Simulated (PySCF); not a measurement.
Electrostatic solvation of a mixed set.

Level: wB97X-D/def2-SVPD in PySCF, non-relativistic, each on one gas-phase PBE0-D3(BJ)/def2-SVP geometry that isn't relaxed in the solvent. The solvent is an IEF-PCM continuum (cavity from Bondi-type radii × 1.2). Specific hydrogen bonds and non-electrostatic terms are outside this model.

Question: Order them by E(solvent) − E(gas) in acetone (ε = 20.49), most negative first (kJ/mol).
A. `[CH3:1][Si@H:2]([NH2:3])[O:4][SiH3:5]` with C1–Si2–N3–H -42° and 162°, C1–Si2–O4–Si5 124°
B. `[CH3:1][O:2][SiH2:3][NH:4][SiH3:5]` with C1–O2–Si3–N4 179°, O2–Si3–N4–Si5 84°
C. `[CH3:1][O:2][Si@H:3]([NH2:4])[SiH3:5]` with C1–O2–Si3–N4 -61°, O2–Si3–N4–H 89° and -67°

Answer: C (-17.0), A (-14.6), B (-13.4).

```tsv
SMILES	charge	ΔE (kJ/mol)	polarisation term (kJ/mol)	HOMO shift (eV)	dipole gas (D)	dipole solvent (D)	atoms	lowest singlet, gas (eV)	lowest singlet, solvent (eV)
CO[Si@H](N)[SiH3]	0	-17.0	-19.3	+0.08	2.18	2.84	14	6.63	6.69
C[Si@H](N)O[SiH3]	0	-14.6	-16.3	+0.14	1.48	1.93	14	6.94	7.05
CO[SiH2]N[SiH3]	0	-13.4	-15.2	+0.05	0.92	1.23	14	6.78	6.85
```

The polarisation term is half the interaction of the solute with the induced surface charges. Singlets are vertical TDDFT energies (frozen core, non-equilibrium response), the lowest in each medium.

The pairwise dispersion term of wB97X-D wasn't added to the energies; at a given geometry it leaves orbitals and properties as they are.
